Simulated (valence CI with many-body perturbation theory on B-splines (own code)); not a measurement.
## Forbidden lines of Ge¹¹⁺

Calculated by valence CI with perturbative core correlation (CI+MBPT): three valence electrons over a frozen Dirac-Fock core [Ar], radial functions for each j: 9 s, 9 p, 10 d, 8 f, 5 g, 3 h, 1 i, with the one-electron correlation potential Σ1, the two-electron term Σ2, the three-electron term Σ3, Breit, model QED; selected CI, second order for the rest, scaled by the run's own slope (own B-spline code, finite nucleus).

No measured spectrum was set against this ion. As an estimate, terms of the open shell hold to 2 to 4 % of their energy, and close levels can change places. Core correlation moves these levels by up to 3500 cm⁻¹, and in measured spectra 5 to 20 % of such shifts remained as error; rates that hang on mixing are uncertain with them. Only levels of the ground parity were solved; by the run's estimate the other parity begins above the list, which can be wrong where configurations are misplaced.

Lines 1 to 50 of 82 in falling wavelength, among levels below 16.311 eV, chosen from the decays that carry over 1 % of a level's rate. Wavelengths and rates use the calculated energies, so an error of 2000 cm⁻¹ moves a line at 11590 Å by 23 % and its rate by three times that or more. Electric multipoles are in the length gauge, E1 and E2 with the static RPA response of the core. Weak lines are less certain than strong ones. Lines between different terms over intervals too small for the method are left out, as are lines whose strength nearly cancels. The highest levels of a list are the least certain. Branching is blank where the lifetime is uncertain.

Names give the largest LS component (configuration and term), which can be under half, so a name can repeat, a term be missing and a line seem to break the LS rules; names also repeat where a configuration has a term twice. Letters in brackets count levels of one name in rising energy.

| λ vac (Å) | Upper | Lower | Type | A (s⁻¹) | Branch % |
| --- | --- | --- | --- | --- | --- |
| 38780 | 3d3 4F_5/2 | 3d3 4F_3/2 | M1 | 7.35e-01 | 100.0 |
| 31660 | 3d3 4F_7/2 | 3d3 4F_5/2 | M1 | 1.36e+00 | 100.0 |
| 28680 | 3d3 4F_9/2 | 3d3 4F_7/2 | M1 | 1.13e+00 | 100.0 |
| 24040 | 3d3 4P_5/2 | 3d3 4P_3/2 | M1 | 1.01e+00 | 59.5 |
| 13150 | 3d3 2D_5/2 [a] | 3d3 2D_3/2 [a] | M1 | 2.96e+00 | 6.8 |
| 12480 | 3d3 2P_3/2 | 3d3 2P_1/2 | M1 | 2.83e+00 | 6.2 |
| 11590 | 3d3 2D_3/2 [a] | 3d3 4P_5/2 | M1 | 1.20e+00 | 2.3 |
| 10000 | 3d3 2P_3/2 | 3d3 2D_3/2 [a] | M1 | 8.14e+00 | 17.7 |
| 8134 | 3d3 2H_9/2 | 3d3 2G_9/2 | M1 | 6.87e+00 | 43.6 |
| 7821 | 3d3 2D_3/2 [a] | 3d3 4P_3/2 | M1 | 8.05e+00 | 15.6 |
| 7796 | 3d3 2D_3/2 [a] | 3d3 4P_1/2 | M1 | 3.08e+00 | 6.0 |
| 7570 | 3d3 2H_11/2 | 3d3 2G_9/2 | M1 | 4.39e+00 | 94.5 |
| 6863 | 3d3 2H_9/2 | 3d3 2G_7/2 | M1 | 5.79e+00 | 36.7 |
| 6749 | 3d3 2P_1/2 | 3d3 4P_1/2 | M1 | 1.39e+01 | 97.2 |
| 6161 | 3d3 2D_5/2 [a] | 3d3 4P_5/2 | M1 | 2.01e+00 | 4.6 |
| 5368 | 3d3 2P_3/2 | 3d3 4P_5/2 | M1 | 8.05e+00 | 17.5 |
| 4381 | 3d3 2P_3/2 | 3d3 4P_1/2 | M1 | 6.83e-01 | 1.5 |
| 3732 | 3d3 2F_7/2 | 3d3 2D_5/2 [a] | M1 | 2.68e-01 | 1.1 |
| 3609 | 3d3 2G_7/2 | 3d3 4F_9/2 | M1 | 2.83e-01 | 1.6 |
| 3600 | 3d3 4P_3/2 | 3d3 4F_7/2 | E2 | 4.16e-02 | 1.8 |
| 3552 | 3d3 2F_5/2 | 3d3 2D_5/2 [a] | M1 | 7.98e-01 | 4.7 |
| 3514 | 3d3 4P_5/2 | 3d3 4F_9/2 | E2 | 7.37e-02 | 4.3 |
| 3335 | 3d3 2G_9/2 | 3d3 4F_9/2 | M1 | 1.73e+01 | 67.2 |
| 3236 | 3d3 4P_1/2 | 3d3 4F_5/2 | E2 | 5.82e-02 | 19.9 |
| 3232 | 3d3 4P_3/2 | 3d3 4F_5/2 | M1 | 7.99e-01 | 34.5 |
| 3232 | 3d3 4P_3/2 | 3d3 4F_5/2 | E2 | 5.33e-02 | 2.3 |
| 3206 | 3d3 2G_7/2 | 3d3 4F_7/2 | M1 | 8.31e+00 | 46.1 |
| 3131 | 3d3 4P_5/2 | 3d3 4F_7/2 | M1 | 3.41e-01 | 20.0 |
| 3131 | 3d3 4P_5/2 | 3d3 4F_7/2 | E2 | 4.23e-02 | 2.5 |
| 2987 | 3d3 2G_9/2 | 3d3 4F_7/2 | M1 | 8.32e+00 | 32.4 |
| 2987 | 3d3 4P_1/2 | 3d3 4F_3/2 | E2 | 1.38e-01 | 46.9 |
| 2987 | 3d3 4P_1/2 | 3d3 4F_3/2 | M1 | 9.73e-02 | 33.2 |
| 2983 | 3d3 4P_3/2 | 3d3 4F_3/2 | M1 | 1.39e+00 | 60.2 |
| 2983 | 3d3 4P_3/2 | 3d3 4F_3/2 | E2 | 2.73e-02 | 1.2 |
| 2911 | 3d3 2G_7/2 | 3d3 4F_5/2 | M1 | 9.44e+00 | 52.3 |
| 2849 | 3d3 4P_5/2 | 3d3 4F_5/2 | M1 | 1.94e-01 | 11.4 |
| 2797 | 3d3 2F_5/2 | 3d3 2D_3/2 [a] | M1 | 2.74e-01 | 1.6 |
| 2654 | 3d3 4P_5/2 | 3d3 4F_3/2 | M1 | 2.18e-02 | 1.3 |
| 2410 | 3d3 2F_7/2 | 3d3 2G_9/2 | M1 | 2.63e+00 | 10.8 |
| 2365 | 3d3 2H_9/2 | 3d3 4F_9/2 | M1 | 1.86e+00 | 11.8 |
| 2315 | 3d3 2D_5/2 [b] | 3d3 2F_5/2 | M1 | 2.01e+01 | 13.6 |
| 2315 | 3d3 2H_11/2 | 3d3 4F_9/2 | M1 | 2.44e-01 | 5.2 |
| 2287 | 3d3 2D_3/2 [a] | 3d3 4F_5/2 | M1 | 2.37e+01 | 46.1 |
| 2285 | 3d3 2F_7/2 | 3d3 2G_7/2 | M1 | 8.18e+00 | 33.7 |
| 2253 | 3d3 2F_5/2 | 3d3 4P_5/2 | M1 | 6.53e-01 | 3.9 |
| 2250 | 3d3 2D_3/2 [b] | 3d3 2F_5/2 | M1 | 1.33e+01 |  |
| 2244 | 3d3 2D_5/2 [b] | 3d3 2F_7/2 | M1 | 1.23e+01 | 8.3 |
| 2216 | 3d3 2F_5/2 | 3d3 2G_7/2 | M1 | 5.10e+00 | 30.2 |
| 2216 | 3d3 2F_5/2 | 3d3 2G_7/2 | E2 | 3.13e-01 | 1.9 |
| 2185 | 3d3 2H_9/2 | 3d3 4F_7/2 | M1 | 1.23e+00 | 7.8 |
